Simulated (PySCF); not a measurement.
Question: What does the PBE0-D3(BJ)/def2-SVP structure of `CC(=O)c1ccc(C=O)cc1` look like in three dimensions?

Answer: 
Z-matrix in Å and degrees, rows numbered from 1:
```
C 
C   1  1.5062
O   2  1.2108  1  121.36
C   2  1.5023  1  118.53  3   179.99
C   4  1.4034  2  122.99  1     0.41
C   5  1.3885  4  120.23  2   179.96
C   6  1.3995  5  119.99  4     0.03
C   7  1.4818  6  119.92  5   179.97
O   8  1.2044  7  124.50  6     0.00
C   7  1.3994  6  119.97  5    -0.01
C  10  1.3884  7  119.98  6    -0.02
H   1  1.1010  2  110.93  3  -120.82
H   1  1.1011  2  110.88  3   120.13
H   1  1.0963  2  108.80  3    -0.30
H   5  1.0916  4  120.36  2     0.00
H   6  1.0923  5  121.64  4  -179.97
H   8  1.1203  7  114.42  6   179.97
H  10  1.0940  7  119.59  6   179.97
H  11  1.0917  4  117.86  2     0.03
```

The 9 C–C bonds span 1.388 Å (C10–C11, aromatic) to 1.506 Å (C1–C2, drawn single), a spread of 0.118 Å. The 11 heavy atoms lie in one plane (0.003 Å rms). The 6-membered ring C4–C5–C6–C7–C10–C11 has internal angles of 119.5° to 120.3° (sum 720°, against 720° for a flat polygon); it is planar, 0.00 Å rms from its mean plane, widest ring torsion 0°. Of the pairs four or more bonds apart, O3···H19 is among the closest relative to their van der Waals radii: 2.40 Å, 88 % of the sum of Bondi's values.

Method used: PBE0-D3(BJ)/def2-SVP geometry optimisation, gas phase in PySCF.

Point group: Cs (tolerance 0.08 Å). No PBE0-D3(BJ)/def2-SVP frequencies stand behind this structure, so it isn't proved a minimum. The numbers are those of one conformer (C1–C2–C4–C5 0°, C6–C7–C8–O9 0°).
